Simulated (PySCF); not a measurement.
The same groups moved round the core (styrene methoxy). Isolated molecules, 0 K electronic values unless said otherwise. One relaxed conformer stands for each flexible species; it need not be the lowest. Strings in code marks are SMILES.

Computed with PBE-D3(BJ)/def2-TZVP // B3LYP-D3(BJ)/def2-SVP (PySCF). Delta-SCF ions had no search for a lower state. Excitations are Tamm–Dancoff values on a coarser integration grid. The basis has no diffuse functions, so Rydberg states are missing or too high.

```tsv
species	vertical ionisation energy (Delta-SCF) (eV)	S1–T1 gap (TDA) (eV)	S1 oscillator strength
`C=C(OC)c1ccccc1` (C–C–O–C torsion 2°, O–C–C–C torsion 19°)	7.82	1.09	…
`C=Cc1ccc(OC)cc1` (C–C–C–C torsion -1°, C–C–O–C torsion -180°)	7.48	…	0.056
`c1(cccc(C=C)c1)OC` (C–C–C–C torsion 0°, C–C–O–C torsion 0°)	–	0.89	0.027
`C(=C)c1ccccc1OC` (C–C–C–C torsion 10°, C–C–O–C torsion -179°)	7.61	1.06	0.107
```

### Question
Fill in the missing entries.

### Answer

- `C=C(OC)c1ccccc1` (C–C–O–C torsion 2°, O–C–C–C torsion 19°), S1 oscillator strength: 0.007
- `C=Cc1ccc(OC)cc1` (C–C–C–C torsion -1°, C–C–O–C torsion -180°), S1–T1 gap (TDA) (eV): 1.28
